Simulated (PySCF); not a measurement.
Chain-length series, n-germane silyl/silyl (end groups after the name). Gas-phase values, no solvent. One relaxed conformer stands for each flexible species; it need not be the lowest. Strings in code marks are SMILES. All members: neutral, multiplicity 1. Level: PBE-D3(BJ)/def2-TZVP // r2SCAN-D4/def2-SVP (PySCF). Excitations are Tamm–Dancoff values on a coarser integration grid. The basis has no diffuse functions, so Rydberg states are missing or too high.

```
species                                                                                n (atoms other than H)     1/n  S1 excitation (TDA) (eV)
-------------------------------------------------------------------------------------  ----------------------  ------  ------------------------
`[SiH3][GeH2][GeH2][GeH2][GeH2][GeH2][GeH2][GeH2][SiH3]`                                                    9  0.1111                      4.56
`[SiH3][GeH2][GeH2][GeH2][GeH2][GeH2][GeH2][SiH3]`                                                          8  0.1250                      4.75
`[SiH3][GeH2][GeH2][GeH2][GeH2][GeH2][SiH3]`                                                                7  0.1429                      4.98
`[SiH3][GeH2][GeH2][GeH2][GeH2][SiH3]`                                                                      6  0.1667                      5.27
`[SiH3][GeH2][GeH2][GeH2][SiH3]` (Si–Ge–Ge–Ge torsion 175°, Ge–Ge–Ge–Si torsion 178°)                       5  0.2000                  withheld
`[SiH3][GeH2][GeH2][SiH3]` (Si–Ge–Ge–Si torsion 178°)                                                       4  0.2500                      6.04
`[SiH3][GeH2][SiH3]`                                                                                        3  0.3333                      6.50
```

Q: Fit S1 excitation (TDA) = a + b·x to the 6 complete rows by least squares, with x = 1/n. Give a, b and the rms residual, and predict the withheld value.

A: Means of the 6 rows: x̄ = 0.18817, ȳ = 5.35 eV. Σ(x − x̄)² = 0.037326 and Σ(x − x̄)(y − ȳ) = 0.32682, so b = 8.756 and a = ȳ − b·x̄ = 3.702 eV. The rms residual is 0.104 eV. At x = 0.2 the line gives 5.45 eV. The run for `[SiH3][GeH2][GeH2][GeH2][SiH3]` (Si–Ge–Ge–Ge torsion 175°, Ge–Ge–Ge–Si torsion 178°) gave 5.61 eV, so the line is off by 0.16 eV, within twice the rms residual.

Codes: PySCF.
